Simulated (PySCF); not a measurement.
(Z)-2-chloro-3-fluorobut-2-ene (C4H6ClF), SMILES C/C(F)=C(\C)Cl.

Geometry: B3LYP-D3(BJ)/def2-SVP.

Level of theory: PySCF with PBE/def2-TZVP.

Symmetry labels are those of the subgroup Cs that the program uses (full group Cs).

Computed valence orbital energies around the gap with their symmetry:
```
orbital  symmetry  energy (eV)
-------  --------  -----------
HOMO−7         A'       -10.32
HOMO−6         A'        -9.94
HOMO−5         A"        -9.92
HOMO−4         A'        -9.70
HOMO−3         A'        -8.72
HOMO−2         A"        -8.13
HOMO−1         A'        -7.27
HOMO           A"        -5.62
LUMO           A"        -0.65
LUMO+1         A'        -0.30
LUMO+2         A'         0.33
LUMO+3         A'         1.18
```
